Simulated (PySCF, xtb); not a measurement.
BClH5NO2Si, SMILES B(O)(N[SiH2]Cl)O. One conformer was computed; it need not be the lowest.

Harmonic wavenumbers (cm⁻¹) from GFN2-xTB in xtb at its own minimum, in rising order: 50, 91, 106, 164, 351, 416, 442, 464, 491, 507, 517, 575, 613, 718, 779, 792, 915, 941, 977, 1155, 1285, 1380, 2232, 2265, 3486, 3629, 3642.

Q: What does ωB97X-D3(BJ)/def2-SVP in PySCF give at its own minimum? (Estimate from the structure and the level; the computed values follow.)

A: 46, 93, 97, 194, 257, 383, 446, 486, 489, 570, 645, 672, 737, 813, 913, 924, 949, 998, 1022, 1189, 1431, 1499, 2286, 2293, 3676, 3947, 3959. Paired by order, the mean absolute difference is 86 cm⁻¹ and the zero-point energies are 41.4 and 44.3 kcal/mol.
